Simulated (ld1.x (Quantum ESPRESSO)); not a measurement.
## How hard is this antimony (Sb) TM potential?

* Element: Sb (Z = 51)
* Generator: ld1.x (Quantum ESPRESSO) 7.5
* Type: norm-conserving Troullier–Martins (Kleinman–Bylander form)
* Functional: BP86
* Relativity: fully relativistic
* Frozen core: [Kr] 4d10
* Valence charge: 5
* Reference configuration: 5s2 5p3
* Partial waves: 5p (bound): rc 1.95 bohr; 5s (bound): rc 1.55 bohr
* Local potential: the s channel
* Core correction: none

Open shells are filled in proportion to 2j + 1 (rel_dist='average').

The pseudo-atom Hamiltonian at the reference potential is diagonalised in spherical Bessel functions j_l(qr) that vanish at 20 bohr, with q² up to the cutoff. All-electron valence levels (Ry): 5p1/2 -0.3955, 5p3/2 -0.3505, 5s -0.9534.

Q: How do the lowest levels (Ry) of each channel move with the cutoff, and are there ghosts?

A:

```json
{"cutoff (Ry)": "8", "p1/2 #1": "-0.3819", "p1/2 #2": "0.0195", "p3/2 #1": "-0.3422", "s #1": "-0.8931", "d #1": "0.0420", "f #1": "0.1032", "f #2": "0.2335", "Σ f·Δε (mRy)": "150.7"}
{"cutoff (Ry)": "12", "p1/2 #1": "-0.3923", "p1/2 #2": "0.0189", "p3/2 #1": "-0.3477", "s #1": "-0.8992", "d #1": "0.0419", "f #1": "0.1032", "f #2": "0.2335", "Σ f·Δε (mRy)": "117.3"}
{"cutoff (Ry)": "18", "p1/2 #1": "-0.3944", "p1/2 #2": "0.0188", "p3/2 #1": "-0.3482", "s #1": "-0.9157", "d #1": "0.0414", "f #1": "0.1032", "f #2": "0.2335", "Σ f·Δε (mRy)": "81.1"}
{"cutoff (Ry)": "21", "p1/2 #1": "-0.3945", "p1/2 #2": "0.0188", "p3/2 #1": "-0.3487", "s #1": "-0.9276", "d #1": "0.0412", "f #1": "0.1032", "f #2": "0.2335", "Σ f·Δε (mRy)": "56.3"}
{"cutoff (Ry)": "30", "p1/2 #1": "-0.3953", "p1/2 #2": "0.0187", "p3/2 #1": "-0.3502", "s #1": "-0.9463", "d #1": "0.0412", "f #1": "0.1032", "f #2": "0.2335", "Σ f·Δε (mRy)": "15.1"}
{"cutoff (Ry)": "40", "p1/2 #1": "-0.3954", "p1/2 #2": "0.0187", "p3/2 #1": "-0.3502", "s #1": "-0.9483", "d #1": "0.0411", "f #1": "0.1032", "f #2": "0.2335", "Σ f·Δε (mRy)": "10.7"}
{"cutoff (Ry)": "50", "p1/2 #1": "-0.3955", "p1/2 #2": "0.0187", "p3/2 #1": "-0.3504", "s #1": "-0.9506", "d #1": "0.0411", "f #1": "0.1032", "f #2": "0.2335", "Σ f·Δε (mRy)": "5.9"}
{"cutoff (Ry)": "60", "p1/2 #1": "-0.3955", "p1/2 #2": "0.0187", "p3/2 #1": "-0.3504", "s #1": "-0.9523", "d #1": "0.0410", "f #1": "0.1032", "f #2": "0.2335", "Σ f·Δε (mRy)": "2.3"}
{"cutoff (Ry)": "70", "p1/2 #1": "-0.3955", "p1/2 #2": "0.0187", "p3/2 #1": "-0.3504", "s #1": "-0.9526", "d #1": "0.0410", "f #1": "0.1032", "f #2": "0.2335", "Σ f·Δε (mRy)": "1.6"}
{"cutoff (Ry)": "90", "p1/2 #1": "-0.3955", "p1/2 #2": "0.0187", "p3/2 #1": "-0.3505", "s #1": "-0.9529", "d #1": "0.0410", "f #1": "0.1032", "f #2": "0.2335", "Σ f·Δε (mRy)": "1.0"}
{"cutoff (Ry)": "110", "p1/2 #1": "-0.3955", "p1/2 #2": "0.0187", "p3/2 #1": "-0.3505", "s #1": "-0.9533", "d #1": "0.0410", "f #1": "0.1032", "f #2": "0.2335", "Σ f·Δε (mRy)": "0.4"}
{"cutoff (Ry)": "400", "p1/2 #1": "-0.3955", "p1/2 #2": "0.0187", "p3/2 #1": "-0.3505", "s #1": "-0.9534", "d #1": "0.0410", "f #1": "0.1032", "f #2": "0.2335", "Σ f·Δε (mRy)": "0.0"}
```

Result: no extra level below or beside the all-electron valence levels (p1/2, p3/2, s, d, f tested); 10 mRy is reached at 45 Ry and 1 mRy at 90 Ry.
